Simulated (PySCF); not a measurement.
## Finite-field polarisability of Al (aluminium, neutral)

[Ne] 3s2 3p1, 2P determinant. Calculation: PySCF 2.14, in aug-cc-pCVTZ-DK with one added diffuse shell each of s, p, d, f type (9s8p6d4f, 91 functions); the spin-free X2C one-electron Hamiltonian (Gaussian nucleus). Frozen: [Ne]. Energy changes in a uniform field (μhartree):

```
axis  F (au)        HF       MP2      CCSD   CCSD(T)
   x   0.002  -104.192  -102.958  -100.167  -100.224
   x   0.004  -417.372  -412.484  -401.243  -401.477
   y  0.0016  -103.924  -101.183   -97.662   -97.603
   y  0.0032  -417.436  -406.418  -392.146  -391.912
```

By symmetry the remaining axis equals x.

(1) Derive α along x at CCSD(T) from the two fields.

(2) And the mean polarisability at each level?

Answers

(1) With ΔE = −αF²/2 − γF⁴/24, α = −(16 ΔE(F) − ΔE(2F))/(6F²) = 50.09 bohr³.

(2) The components xx, yy, zz at CCSD(T) are 50.09, 76.16, 50.09, the third axis being equal by symmetry to one of the two computed. Means: HF 61.74, MP2 60.61, CCSD 58.77, CCSD(T) 58.78 bohr³. Reference: 57.8 ± 1 bohr³ (recommended; Schwerdtfeger and Nagle, table of static dipole polarizabilities (2023 update)).
